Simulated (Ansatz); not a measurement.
Total energies of `B[NH][GaH2]`.

Cartesian coordinates in Å:
```
B 0.852 0.930 -0.645
N 0.161 0.387 0.443
Ga -0.918 -1.120 0.379
H 1.529 1.912 -0.507
H 0.757 0.397 -1.717
H 0.260 0.857 1.332
H -1.046 -1.817 -1.007
H -1.596 -1.546 1.722
```

The species carries charge 0 and has multiplicity 1. Correlated methods include outer-core shells of Ga, which these sets cover unevenly. Scalar relativity is left out up to krypton. All single points use the PBE0-D4/def2-TZVP geometry. Basis def2-TZVPP, Ansatz 0.2.0.

RPA on PBE orbitals: Hartree–Fock energy of these orbitals -2005.31176 Eh, correlation -0.91643 Eh (frozen core).

```json
{"functional": "PBE", "energy without D4 (Eh)": "-2007.10834", "D4 term (kJ/mol)": "-12.6"}
{"functional": "revPBE", "energy without D4 (Eh)": "-2007.35394", "D4 term (kJ/mol)": "-38.1"}
{"functional": "BLYP", "energy without D4 (Eh)": "-2007.55472", "D4 term (kJ/mol)": "-27.9"}
{"functional": "B97M-V", "energy without D4 (Eh)": "-2007.15821", "D4 term (kJ/mol)": "–"}
{"functional": "PBE0", "energy without D4 (Eh)": "-2007.16274", "D4 term (kJ/mol)": "-10.6"}
{"functional": "B3LYP", "energy without D4 (Eh)": "-2007.58757", "D4 term (kJ/mol)": "-20.5"}
{"functional": "r2SCANh", "energy without D4 (Eh)": "-2007.44624", "D4 term (kJ/mol)": "-3.1"}
{"functional": "HSE06 (plane-wave form)", "energy without D4 (Eh)": "-2007.15688", "D4 term (kJ/mol)": "-9.9"}
{"functional": "BHLYP", "energy without D4 (Eh)": "-2007.45427", "D4 term (kJ/mol)": "-16.3"}
{"functional": "CAM-B3LYP", "energy without D4 (Eh)": "-2007.60133", "D4 term (kJ/mol)": "-10.7"}
{"functional": "LC-ωPBE", "energy without D4 (Eh)": "-2007.21961", "D4 term (kJ/mol)": "–"}
{"functional": "ωB97X-V", "energy without D4 (Eh)": "-2007.32369", "D4 term (kJ/mol)": "–"}
{"functional": "B2PLYP", "energy without D4 (Eh)": "-2007.08655", "D4 term (kJ/mol)": "–"}
{"functional": "PBE-QIDH", "energy without D4 (Eh)": "-2006.81667", "D4 term (kJ/mol)": "–"}
```

(1) Give the same for LDA (SPW92), r2SCAN, r2SCAN0, ωB97M-V. (Best estimate.)

B3LYP takes the VWN-RPA correlation (the form of Gaussian; ORCA's B3LYP/G). HSE06 is the plane-wave form, built on full-range PBE exchange. The double hybrids freeze the cores in their second-order part.

Answers

(1) The calculation gave: 
| functional | energy without D4 (Eh) | D4 term (kJ/mol) |
| --- | --- | --- |
| LDA (SPW92) | -2003.71677 | – |
| r2SCAN | -2007.46018 | -2.9 |
| r2SCAN0 | -2007.42654 | -3.4 |
| ωB97M-V | -2007.37318 | – |

LC-ωPBE has ω = 0.4 bohr⁻¹.
